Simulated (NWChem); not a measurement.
Lowest excitation of H₆BP

```
P
H 1 1.4297
H 1 1.4297 2 99.03
H 1 1.4297 2 99.03 3 100.73
B 1 1.9234 2 118.56 3 -129.64
H 5 1.2276 1 103.72 2 -60.00
H 5 1.2276 6 114.55 1 -112.34
H 5 1.2276 6 114.55 7 -135.31
```
Charge 0, spin multiplicity 1.

All runs are NWChem calculations. The geometry was optimised at PBE/def2-SVP, a minimum by its harmonic frequencies.

Basis set: def2-SVPD.

| method | lowest vertical singlet excitation energy (eV) | relative cost | difference from EOM-CCSD |
|---|---|---|---|
| TD-B3LYP | 7.21 | under 3 | -1.01 |
| TD-PBE | 6.58 | under 3 | -1.64 |
| TDA-CAM-B3LYP | 7.83 | 5 | -0.39 |
| EOM-CCSD | 8.22 | 3 | 0.00 |
| CIS | 9.12 | 1 | +0.90 |

The values span 2.54 eV, from TD-PBE (lowest) to CIS (highest). Relative cost: rough, from shared machines, SCF included, CIS = 1.

The correlated methods keep 6 core orbitals frozen. B3LYP has NWChem's definition, with VWN1-RPA local correlation. GW and range-separated runs recompute their integrals, the others keep them in memory, which bears on the times. The structure started from a generated list of species. No row is a measurement; the coupled-cluster row has its own basis-set and correlation limits.
